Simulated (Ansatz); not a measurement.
Ideal-gas functions of C2H4BFO, SMILES `C=C(F)BO` at 298.15 K and 1 bar, from an Ansatz frequency run at PBE0-D4/def2-TZVP.

Molar mass 73.86 g/mol, point group Cs (symmetry number 1), electronic degeneracy 1, moments of inertia 50.98, 128.834, 179.814 u Å². Harmonic wavenumbers (cm⁻¹, unscaled): 132, 191, 390, 422, 566, 725, 769, 790, 902, 940, 945, 1016, 1181, 1263, 1386, 1433, 1713, 2647, 3176, 3275, 3828.

Use S(trans) = R[1.5 ln M + 2.5 ln T − 1.1517]; rotational temperatures θ = 24.2544 K / I; S(rot) = R[ln(√π/σ · √(T³/θAθBθC)) + 1.5]; for each mode x = 1.438777 ν̃/T, S = R[x/(eˣ − 1) − ln(1 − e⁻ˣ)] and H = RT x/(eˣ − 1); 1 cm⁻¹ = 0.0119627 kJ/mol; R = 8.31446 J/(mol·K).

Problem. By hand: the entropy, in J/(mol·K).

Solution. Translation 162.5. Rotation: θ = 0.4758, 0.1883, 0.1349 K, giving 106.6. Vibration, mode by mode: 12.20, 9.28, 4.18, 3.70, 2.14, 1.16, 0.98, 0.90, 0.58, 0.50, 0.49, 0.37, 0.19, 0.13, 0.08, 0.07, 0.02, 0.00, 0.00, 0.00, 0.00, in all 37.0. Electronic 0.0. Sum 306.1 J/(mol·K).

Problem. By hand: H − E and G − E in kJ/mol, counted from the electronic energy.

Solution. Zero-point energy ½ × 27690 × 0.0119627 = 165.6; thermal vibration 6.7; translation, rotation and pV give 4 RT = 9.9. H − E = 182.2 kJ/mol, and G − E = 182.2 − 298.15 × 306.1/1000 = 90.9 kJ/mol.

Vibration gives 12 % of the entropy, 12.2 J/(mol·K) of it from the mode under 150 cm⁻¹: soft modes count most, and the harmonic formula is weakest for them. The sum counts one conformer and one mirror image; others add a mixing term.
